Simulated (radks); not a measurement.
Values are calculated unless marked as measured or tabulated.
Question: The mean radii <r> (bohr) of the occupied orbitals of an atom or ion are listed with their occupations. Level of theory: scalar-relativistic Kohn-Sham, BLYP, spin-unpolarised, spherical densities, point nucleus (a radial shooting solver on a logarithmic mesh with Libxc functionals).

| orbital | occ. | <r> |
|---|---|---|
| 1s | 2 | 0.02363 |
| 2s | 2 | 0.1010 |
| 2p | 6 | 0.08879 |
| 3s | 2 | 0.2663 |
| 3p | 6 | 0.2645 |
| 3d | 10 | 0.2417 |
| 4s | 2 | 0.6073 |
| 4p | 6 | 0.6432 |
| 4d | 10 | 0.7071 |
| 5s | 2 | 1.472 |
| 5p | 6 | 1.732 |
| 6s | 2 | 4.417 |
| 4f | 4 | 1.134 |

Name the element and its charge.

Answer: Z = 60, neodymium, charge 0: Nd in [Xe] 4f4 6s2. The 1s radius gives Z: for a bare nucleus <r> = (2 gamma + 1)/(2Z) with gamma = sqrt(1 - (Z/c)^2), 0.02332 bohr for Z = 60, and screening makes it slightly larger (0.02363 here). The occupations add up to 60, and the charge is Z minus that.
